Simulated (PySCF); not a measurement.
## Calculated data, BFH₆Si₂

Calculation on a computer-drawn molecule: the log of a Hartree-Fock and frozen-core CCSD(T) single point meant for a local Hartree-Fock minimum, with one planted fault or none, to be diagnosed. Offsets are logged minus clean, where the clean run is the same molecule without the fault. The reference is restricted for singlets and unrestricted otherwise, and also for a bond in bohr or an excited solution. Adding or removing an electron swaps singlet and doublet. The excited solution moves the top pair (singlet) or top alpha electron (doublet) to the lowest empty orbital. Highest occupied and lowest empty are orbital energies over both spins, largest force is the largest gradient component, triples share is (T) over the correlation energy, the T1 limit is 0.02 restricted and 0.045 unrestricted, electrons count all cores, a negative frequency is imaginary (commonest isotopes), and the dipole is about the centre of nuclear charge. Program: PySCF 2.14.0.

```xyz
10
formula=BFH6Si2 meant_charge=0 meant_multiplicity=1 meant_basis=cc-pV(D+d)Z logged_electrons=48 logged_basis_functions=104 logged_SCF_converged=yes logged_spin_squared=0 logged_highest_occupied=-5.8343 logged_lowest_empty=-3.9576 logged_largest_force=0.10175 logged_CC_converged=no logged_dipole_magnitude=4.1297 logged_SCF_stable_within_its_kind=no logged_energy_HF=-705.13133 possible_faults=no_fault,one_electron_removed,one_electron_added,multiplicity_raised_by_two,geometry_at_a_saddle_point,SCF_held_on_an_excited_solution,minimal_basis_STO-3G,one_bond_length_entered_in_bohr,all_coordinates_scaled planted_fault=SCF_held_on_an_excited_solution HF_energy_offset_from_clean_run=238.3
B      0.9062     1.5915     0.7774
Si     0.7958     0.7669     2.6232
F      0.2291     1.8345     3.7187
Si    -0.6196    -1.1332     2.6745
H      1.3792     0.9507    -0.1206
H      0.4979     2.6906     0.5327
H      2.1521     0.3761     3.0775
H     -0.7225    -1.6620     4.0545
H     -0.0516    -2.1817     1.7919
H     -1.9760    -0.7861     2.1862
```

Units: logged_highest_occupied, logged_lowest_empty in eV; logged_largest_force in hartree/bohr; logged_dipole_magnitude in debye; logged_energy_HF in hartree; HF_energy_offset_from_clean_run in kcal/mol.

Drawn bonds:
```tsv
atom	other atom	order
1	2	1
2	3	1
2	4	1
1	5	1
1	6	1
2	7	1
4	8	1
4	9	1
4	10	1
```

Notes: CCSD not converged.
